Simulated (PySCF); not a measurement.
The vertical singlet excitations below were computed for one of the candidates. Method: TDDFT CAM-B3LYP/def2-SVPD, vertical, gas phase, core orbitals frozen in the response (PySCF 2.14.0, density-fitted response routines). Geometries: GFN2-xTB, one conformer each.

```csv
state,E (eV),f,"main configurations (H = HOMO, L = LUMO)"
S1,4.27,0.0000,"H→L (68%), H-1→L+1 (30%)"
S2,4.64,0.0006,"H-1→L (49%), H→L+1 (49%)"
S3,4.65,0.0003,"H-1→L+1 (68%), H→L (30%)"
S4,7.10,0.032,H→L+2 (87%)
S5,7.16,0.046,H-1→L+2 (86%)
S6,7.38,0.042,"H-4→L (64%), H-3→L (24%)"
S7,7.46,0.035,"H-4→L+1 (64%), H-3→L+1 (25%)"
S8,7.48,1.029,"H-1→L (44%), H→L+1 (43%)"
```

Triplets computed (Tamm–Dancoff): 3.30, 3.72, 3.73 eV.

Task: Which structure fits?
A. `N#CCCC#P`
B. `Cc1[nH]nnc1F`
C. `C=C1CCCC1`

Result: A. Its S1, at 4.27 eV, is the lowest among the candidates; the nearest of the others has S1 at 5.80 eV. S1 is HOMO→LUMO (68%), HOMO-1→LUMO+1 (30%). Löwdin shares by element: HOMO carbon 53% or more, phosphorus 42%; LUMO phosphorus 51%, carbon 39% or more. At the same level the other candidates give, for their lowest levels:
- `C=C1CCCC1`: 6.75 eV (f 0.287); 6.76 eV (f 0.010); 7.51 eV (f 0.008); 7.76 eV (f 0.000); 7.79 eV (f 0.001); T1 4.19 eV; HOMO -8.23, LUMO 1.37 eV
- `Cc1[nH]nnc1F`: 5.80 eV (f 0.010); 6.35 eV (f 0.170); 6.68 eV (f 0.000); 7.28 eV (f 0.006); 7.57 eV (f 0.029); T1 4.30 eV; HOMO -8.71, LUMO 0.70 eV

Shape of the structure used: `[N:1]#[C:2][CH2:3][CH2:4][C:5]#[P:6]`: C2–C3–C4–C5 180°.
